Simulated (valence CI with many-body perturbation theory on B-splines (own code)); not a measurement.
# Forbidden lines of Ho XVIII

Method: configuration interaction combined with many-body perturbation theory (CI+MBPT): four valence electrons over a frozen Dirac-Fock core [Kr] 4d10, a basis of 7 s, 7 p, 7 d, 7 f, 4 g, 2 h functions for each j, with the one-electron correlation potential Σ1, the two-electron term Σ2, the three-electron term Σ3, Breit, model QED; selected CI, second order for the rest, scaled by the run's own slope (own B-spline code, finite nucleus).

No measured levels were compared; by estimate terms of the open shell hold to a few per cent of their energy, and close levels can change places.

Lines 1 to 50 of 120 in falling wavelength, among levels below 436860 cm⁻¹, chosen from the decays that carry over 1 % of a level's rate. Wavelengths and rates use the calculated energies, so an error of 2000 cm⁻¹ moves a line at 6017 nm by 120 % and its rate by three times that or more. Weak lines are less certain than strong ones. Lines between different terms over intervals too small for the method are left out, as are lines whose strength nearly cancels. Where a level lies close to another of its J and parity, the split of strength between their lines is uncertain. Intervals below about 2000 cm⁻¹, as at the head of this list, are uncertain by tens of per cent.

Names give the largest LS component (configuration and term), which can be under half, so a name can repeat, a term be missing and a line seem to break the LS rules; names also repeat where a configuration has a term twice. Letters in brackets count levels of one name in rising energy.

| λ vac (nm) | Upper | Lower | Type | A (s⁻¹) | Branch % |
| --- | --- | --- | --- | --- | --- |
| 25590 | 4f4 5F_2 | 4f4 5F_1 | M1 | 3.09e-03 | 62.7 |
| 7022 | 4f4 5G_3 | 4f4 5G_2 | M1 | 1.04e-01 | 1.1 |
| 6017 | 4f4 5S_2 | 4f4 5F_3 | M1 | 2.02e-02 | 2.2 |
| 3907 | 4f4 3L_8 | 4f4 3L_7 | M1 | 3.15e-01 | 1.2 |
| 2997 | 4f4 5F_3 | 4f4 5F_2 | M1 | 1.95e+00 | 86.4 |
| 2944 | 4f4 3P_1 [a] | 4f4 3D_2 [a] | M1 | 9.50e-01 | 1.7 |
| 2750 | 4f4 3K_8 [a] | 4f4 3K_7 [a] | M1 | 8.21e-01 | 1.6 |
| 2514 | 4f4 3P_0 [a] | 4f4 3P_1 [a] | M1 | 1.87e+00 | 25.9 |
| 2454 | 4f4 5G_2 | 4f4 5S_2 | M1 | 9.69e-02 | 2.3 |
| 2107 | 4f4 3H_6 [a] | 4f4 5G_6 | M1 | 8.65e-01 | 2.8 |
| 2070 | 4f4 5I_8 | 4f4 5I_7 | M1 | 4.28e+00 | 100.0 |
| 2000 | 4f4 5S_2 | 4f4 5F_2 | M1 | 5.04e-01 | 55.9 |
| 1979 | 4f4 5I_7 | 4f4 5I_6 | M1 | 8.29e+00 | 100.0 |
| 1913 | 4f4 5I_5 | 4f4 5I_4 | M1 | 8.45e+00 | 100.0 |
| 1912 | 4f4 5I_6 | 4f4 5I_5 | M1 | 1.06e+01 | 100.0 |
| 1855 | 4f4 5S_2 | 4f4 5F_1 | M1 | 3.78e-01 | 41.9 |
| 1777 | 4f4 5F_5 | 4f4 5F_4 [a] | M1 | 4.45e+00 | 33.8 |
| 1772 | 4f4 3H_6 [a] | 4f4 5G_5 | M1 | 4.70e+00 | 15.3 |
| 1755 | 4f4 5F_4 [b] | 4f4 5F_4 [a] | M1 | 3.95e+00 | 6.3 |
| 1753 | 4f4 5G_5 | 4f4 5G_4 | M1 | 8.49e+00 | 16.9 |
| 1743 | 4f4 5G_2 | 4f4 5F_3 | M1 | 6.29e-01 | 14.6 |
| 1616 | 4f4 5G_3 | 4f4 5F_4 [a] | M1 | 1.81e+00 | 19.2 |
| 1537 | 4f4 5G_5 | 4f4 3H_5 [a] | M1 | 2.02e+00 | 4.0 |
| 1499 | 4f4 5F_4 [b] | 4f4 5F_3 | M1 | 6.65e+00 | 10.6 |
| 1461 | 4f4 1D_2 [a] | 4f4 3D_2 [a] | M1 | 8.46e-01 | 1.5 |
| 1460 | 4f4 3H_5 [a] | 4f4 5F_4 [b] | M1 | 8.88e+00 | 14.5 |
| 1445 | 4f4 3H_5 [a] | 4f4 5F_5 | M1 | 3.14e+00 | 5.1 |
| 1397 | 4f4 5G_4 | 4f4 5G_3 | M1 | 1.45e+01 | 22.9 |
| 1396 | 4f4 5G_3 | 4f4 5F_3 | M1 | 4.61e-01 | 4.9 |
| 1351 | 4f4 5G_6 | 4f4 3H_5 [a] | M1 | 7.42e+00 | 19.4 |
| 1307 | 4f4 5G_4 | 4f4 5F_4 [b] | M1 | 2.73e+00 | 4.3 |
| 1294 | 4f4 3D_3 [a] | 4f4 3D_2 [a] | M1 | 5.52e+00 | 16.3 |
| 1196 | 4f4 3F_4 [a] | 4f4 3G_3 [a] | M1 | 7.66e+00 | 7.9 |
| 1106 | 4f4 3G_3 [a] | 4f4 5G_3 | M1 | 1.06e+00 | 2.5 |
| 1102 | 4f4 5G_2 | 4f4 5F_2 | M1 | 1.38e+00 | 32.1 |
| 1056 | 4f4 5G_2 | 4f4 5F_1 | M1 | 1.97e+00 | 45.9 |
| 1049 | 4f4 3G_3 [a] | 4f4 5F_4 [b] | M1 | 5.17e-01 | 1.2 |
| 1045 | 4f4 3D_2 [a] | 4f4 5G_3 | M1 | 1.86e+00 | 2.8 |
| 986.7 | 4f4 3D_3 [a] | 4f4 5G_4 | M1 | 1.36e+00 | 4.0 |
| 976.1 | 4f4 3F_4 [a] | 4f4 5G_4 | M1 | 2.39e+00 | 2.5 |
| 955.5 | 4f4 3G_3 [a] | 4f4 5G_2 | M1 | 2.25e+01 | 53.5 |
| 952.5 | 4f4 5G_3 | 4f4 5F_2 | M1 | 4.21e+00 | 44.6 |
| 909.7 | 4f4 3D_2 [a] | 4f4 5G_2 | M1 | 3.99e+00 | 5.9 |
| 905.4 | 4f4 3F_4 [a] | 4f4 3H_5 [a] | M1 | 4.16e+00 | 4.3 |
| 860.8 | 4f4 3M_8 | 4f4 3K_8 [a] | M1 | 2.00e+01 | 35.7 |
| 850.1 | 4f4 3L_8 | 4f4 3K_8 [a] | M1 | 5.02e+00 | 19.9 |
| 823.1 | 4f4 3H_6 [a] | 4f4 3H_5 [a] | M1 | 7.00e-01 | 2.3 |
| 797.0 | 4f4 3H_5 [a] | 4f4 5F_4 [a] | M1 | 2.84e+00 | 4.6 |
| 796.8 | 4f4 3L_9 | 4f4 3K_8 [a] | M1 | 1.96e+01 | 81.4 |
| 778.9 | 4f4 3L_7 | 4f4 3K_7 [a] | M1 | 1.61e+01 | 22.6 |
